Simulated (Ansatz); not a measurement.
`C[CH]1[AlH][C]1(F)F` → Al• + 3 C• + 2 F• + 5 H•  (atomization)

Program: Ansatz. Geometries: PBE0-D4/def2-TZVP. ΔE: electronic, gas phase. CCSD(T)/CBS adds triple-zeta CCSD(T) − MP2 to the extrapolated MP2 energy (def2 sets, frozen cores). This one scheme is used for every species, atoms too. Functionals use def2-TZVPP. B3LYP here is the variant with VWN-RPA as its local correlation; programs differ in this. Open shells (•) are unrestricted, without spin–orbit coupling. Spin–orbit coupling would lower the free atoms: a little for Al, C, F.

```
             level  ΔE (kcal/mol)
         r2SCAN-D4          968.4
          B3LYP-D4          957.5
           ωB97X-V          964.5
    MP2/def2-TZVPP          958.5
SCS-MP2/def2-TZVPP          944.9
     HF/def2-QZVPP          680.7
      HF/CBS(def2)          680.9
     MP2/CBS(def2)          984.7
```

Problem. What does CCSD(T)/CBS give? (Best estimate.)

Solution. Ansatz gave: +959.7 kcal/mol. The listed levels differ from it by 8.7, -2.2, 4.8, -1.2, -14.8, -279.0, -278.8, 25.0 kcal/mol.

Largest T1 diagnostic among the species: 0.018.

In def2-TZVPP, CCSD(T) changes the Hartree–Fock value by +254.1 kcal/mol (the triples alone add +17.5 kcal/mol) and MP2 by +279.0 kcal/mol; breaking electron pairs costs correlation energy, which Hartree–Fock lacks. From PBE to PBE0 (25 % exact exchange), in def2-TZVPP and without D4, ΔE moves by −24.1 kcal/mol: exact exchange takes away binding that semilocal exchange gives to molecules.

For atomizations the MP2-based limit and the directly extrapolated one differ by several kJ/mol either way, and by 10 to 25 for some Ge, Se and Sn compounds, so smaller differences from it don't rank the levels.
